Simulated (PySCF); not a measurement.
**Spin–spin coupling constants**

Molfile (atoms numbered from 1):
```
C3H4F4O
     RDKit          3D

 12 11  0  0  0  0  0  0  0  0999 V2000
   -1.8773   -0.2364   -0.1073 C   0  0  0  0  0  0  0  0  0  0  0  0
   -0.6685    0.4731    0.1126 O   0  0  0  0  0  0  0  0  0  0  0  0
    0.4508   -0.2627    0.1605 C   0  0  0  0  0  0  0  0  0  0  0  0
    0.6176   -1.0029   -0.9530 F   0  0  0  0  0  0  0  0  0  0  0  0
    0.4262   -1.1395    1.1922 F   0  0  0  0  0  0  0  0  0  0  0  0
    1.6454    0.6739    0.3508 C   0  0  0  0  0  0  0  0  0  0  0  0
    1.7487    1.4809   -0.7140 F   0  0  0  0  0  0  0  0  0  0  0  0
    2.7638   -0.0572    0.4527 F   0  0  0  0  0  0  0  0  0  0  0  0
   -2.6790    0.5104   -0.0932 H   0  0  0  0  0  0  0  0  0  0  0  0
   -2.0494   -0.9748    0.6904 H   0  0  0  0  0  0  0  0  0  0  0  0
   -1.8614   -0.7429   -1.0833 H   0  0  0  0  0  0  0  0  0  0  0  0
    1.5107    1.2785    1.2638 H   0  0  0  0  0  0  0  0  0  0  0  0
  1  2  1  0
  2  3  1  0
  3  4  1  0
  3  5  1  0
  3  6  1  0
  6  7  1  0
  6  8  1  0
  1  9  1  0
  1 10  1  0
  1 11  1  0
  6 12  1  0
M  END
```

Couplings: B3LYP/pcJ-1 (spin–dipole term only in couplings to heteroatoms) in PySCF 2.14, geometry PBE0-D3(BJ)/def2-SVP; gas phase, one conformer, non-relativistic. Couplings are averaged over pairs made equivalent by symmetry, fast rotation or ring inversion, so a value needn't be that of the named pair in this geometry, while other rotamers aren't included; one pair stands for each set, and the list holds a selection of those of at least 0.8 Hz over up to four bonds, among pairs with at least one C or F or H atom (others weren't computed). One-bond C–F couplings come out tens of Hz too large with common functionals.

Isotopes: 13C, 19F, 1H, 17O. Couplings to quadrupolar nuclei such as 17O and 33S are rarely resolved in practice.

| pair | bonds | J (Hz) |
| --- | --- | --- |
| C1, O2 | 1 | 21.6 |
| C1, H9 | 1 | ? |
| O2, C3 | 1 | 30.6 |
| C3, F4 | 1 | ? |
| C3, C6 | 1 | 84.3 |
| C6, F7 | 1 | -313.8 |
| C6, H12 | 1 | 192.9 |
| C1, C3 | 2 | ? |
| O2, F4 | 2 | ? |
| O2, C6 | 2 | -20.1 |
| O2, H9 | 2 | -6.7 |
| C3, F7 | 2 | ? |
| C3, H12 | 2 | 6.2 |
| F4, F5 | 2 | 90.8 |
| F4, C6 | 2 | 38.9 |
| F7, F8 | 2 | 265.7 |
| F7, H12 | 2 | 60.2 |
| H9, H10 | 2 | ? |
| C1, F4 | 3 | ? |
| C1, C6 | 3 | 3.3 |
| O2, F7 | 3 | -1.8 |
| C3, H9 | 3 | 4.3 |
| F4, F7 | 3 | -18.3 |
| F4, F8 | 3 | ? |
| F4, H12 | 3 | 5.3 |
| F4, H9 | 4 | 0.8 |

Estimate the withheld couplings, with signs.

Results:


- 1J(C1,H9) = 152.4 Hz (bond length 1.096 Å, sp3 carbon)
- 1J(C3,F4) = -334.2 Hz (bond length 1.348 Å)
- 2J(C1,C3) = -2.5 Hz (angle at O2 116°)
- 2J(O2,F4) = -1.1 Hz (mean over equivalent pairs that range from -3.6 to 1.3 Hz in this conformer)
- 2J(C3,F7) = 29.4 Hz (mean over equivalent pairs that range from 28.2 to 30.6 Hz in this conformer)
- 2J(H9,H10) = -11.6 Hz (mean over equivalent pairs that range from -12.6 to -9.6 Hz in this conformer)
- 3J(C1,F4) = 7.4 Hz (mean over equivalent pairs that range from 6.3 to 8.5 Hz in this conformer)
- 3J(F4,F8) = -9.6 Hz (mean over equivalent pairs that range from -17.3 to -1.9 Hz in this conformer)
